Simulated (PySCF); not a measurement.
# La²⁺: ionisation energy

La²⁺ [Xe] 5d1 (2D) → La³⁺ [Xe] (1S), as a difference of total energies. Computed with PySCF 2.14 in def2-TZVP with the def2 core potential (46 electrons), with scalar relativity through the core potential. Correlated levels: valence: nothing frozen outside the core potential. The calculations carry no spin-orbit coupling.

```csv
method,ionisation energy (eV)
UHF,18.139
M06-2X,18.880
TPSS,18.918
MP2 (valence),18.424
SCS-MP2 (valence),18.391
```

Question: How much does correlation contribute at MP2 (valence)?

Answer: 18.424 − (18.139) = 0.285 eV, measured against UHF.

The reference lies between the lowest fine-structure levels, while these numbers refer to the centres of the terms.

Errors of the correlated levels include the incompleteness of this basis.

For comparison: 19.177 eV (measured; NIST Atomic Spectra Database, ionization energies).
